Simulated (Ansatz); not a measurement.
A run for Ansatz (a first-principles code): U-wB97X-V/cc-pVTZ on GaH3Se (SMILES [GaH2][SeH]), a point of a bond scan (R = 1.873 Å).

Ansatz 0.2 input:
```yaml
crystal:
  periodic: [false, false, false]
  atoms:
    - {symbol: Ga, position_ang: [0.27485932, 0.01121965, -1.15295017]}
    - {symbol: H, position_ang: [-1.01947930, -0.69346552, -2.30971075]}
    - {symbol: H, position_ang: [1.66169621, 0.60371444, -1.55587958]}
    - {symbol: Se, position_ang: [-0.30399105, -0.02839877, 1.11359069]}
    - {symbol: H, position_ang: [0.95711690, 0.59005271, 1.55216865]}
basis:
  gaussian:
    orbitals: cc-pVTZ
hamiltonian:
  xc: {name: wB97X-V}
magnetization: {spin_polarized: true, initial_magnetization: 0}
```

The head of its log:

```
WARN ansatz: RAYON_NUM_THREADS=1 ignored (pool sized by the plan → 1); use --threads N
Functional definition: wB97X-V
integrals: 0.08 GiB planned
983 factors; their error is unknown
integrals: 0.11 GiB planned
195 factors; integrals over basis functions are off by at most 3.1e-5 eV
mean field: 1.12 GiB planned
mean field evaluation 1: about -117766.8086 eV, gradient 1.3e1 eV
mean field evaluation 2: about -117767.2961 eV, gradient 1.1e1 eV
```

### Question
What total energy does the run end on?

### Answer
-4327.8940 hartree.
